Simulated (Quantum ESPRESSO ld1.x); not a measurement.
Q: Radial electron density D(r) = 4 pi r^2 rho(r) of an atom or ion with 57 electrons. Calculated with ld1.x of Quantum ESPRESSO 7.5: scalar-relativistic Kohn-Sham, B86b exchange with PBE correlation, spin-unpolarised, spherical densities, point nucleus.

```
   r/bohr * D(r) (the largest magnitude, 107, reaches the edge; | marks zero)
 0.002866 |        *
 0.003283 |          *
 0.003762 |            *
  0.00431 |               *
 0.004977 |                  *
 0.005702 |                     *
 0.006533 |                         *
 0.007545 |                            *
 0.008644 |                                *
 0.009903 |                                   *
  0.01135 |                                      *
   0.0131 |                                        *
  0.01501 |                                         *
   0.0172 |                                         *
  0.01986 |                                        *
  0.02276 |                                      *
  0.02607 |                                     *
  0.02987 |                                    *
   0.0345 |                                    *
  0.03952 |                                      *
  0.04528 |                                          *
  0.05229 |                                               *
  0.05991 |                                                    *
  0.06864 |                                                      *
  0.07864 |                                                     *
  0.09082 |                                                  *
   0.1041 |                                             *
   0.1192 |                                         *
   0.1377 |                                        *
   0.1577 |                                           *
   0.1807 |                                              *
    0.207 |                                               *
   0.2391 |                                           *
   0.2739 |                                  *
   0.3138 |                         *
   0.3624 |                   *
   0.4153 |                  *
   0.4757 |                    *
   0.5451 |                     *
   0.6295 |                    *
   0.7212 |                *
   0.8262 |           *
   0.9542 |       *
    1.093 |     *
    1.252 |    *
    1.435 |   *
    1.657 |  *
    1.899 | *
    2.175 |*
    2.512 *
    2.878 *
    3.297 *
    3.778 *
    4.363 *
    4.998 *
```

What is the nuclear charge?

A: Z = 61. The innermost maximum, from 1s, lies near gamma/Z bohr with gamma = sqrt(1 - (Z/c)^2) = 0.895, here 0.0147 bohr (found: 0.0161), and its height grows with Z. The density is that of the promethium ion Pm4+ in [Kr] 4d10 4f4 5s2 5p5; the configuration itself is not fixed sharply by these data, and Z only to a few units. D(r) has 4 maxima, at r = 0.0161, 0.0714, 0.201, 0.554 bohr, and minima at 0.0308, 0.132, 0.399 bohr, inside which lie 1.94, 11.19, 29.09 electrons.
